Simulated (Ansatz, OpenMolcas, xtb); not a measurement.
**How methods differ on GaSiH4O (SMILES [SiH3][O][GaH])**

GaSiH4O: 7 atoms, total charge 0, spin state doublet. SMILES: `[SiH3][O][GaH]`. Geometry: relaxed at PBE0-D4/def2-TZVP. This is one conformer, not always the lowest.

Each level gives the vertical energy of the quartet above the doublet (eV). The values are calculated.

```
             level                    kind     program  value (eV)  less CCSD(T)/cc-pVDZ  CPU time (all runs)
          GFN0-xTB          semi-empirical         xtb        5.97                 +0.09            under 2 s
    USVWN5/cc-pVDZ                     LDA      Ansatz        5.51                 -0.37                 23 s
  U-revPBE/cc-pVDZ                     GGA      Ansatz        5.43                 -0.45                 44 s
    UM06-L/cc-pVDZ                meta-GGA  OpenMolcas        5.91                 +0.03              3.3 min
 U-r2SCAN0/cc-pVDZ         hybrid meta-GGA      Ansatz        5.64                 -0.24                3 min
 U-wB97M-V/cc-pVDZ  range-separated hybrid      Ansatz        6.03                 +0.15              6.9 min
UCAM-B3LYP/cc-pVDZ  range-separated hybrid      Ansatz        5.93                 +0.05                 59 s
   UB2PLYP/cc-pVDZ           double hybrid      Ansatz        6.04                 +0.16                 58 s
      UMP2/cc-pVDZ     perturbation theory      Ansatz        6.29                 +0.41                 13 s
  UCCSD(T)/cc-pVDZ   coupled cluster or CI      Ansatz        5.88                  0.00                2 min
```

UCCSD(T)/cc-pVDZ is the highest level here, not the true value. All-electron rows without a relativistic Hamiltonian named are non-relativistic. The values span 5.43 to 6.29 eV. GFN0-xTB: no spin polarisation, so open shells miss the exchange term that lowers them. In the correlated wave-function rows the outer d shell of Ga is correlated, in sets not made for it. CPU times are rough (shared hosts, several kinds of processor and program).
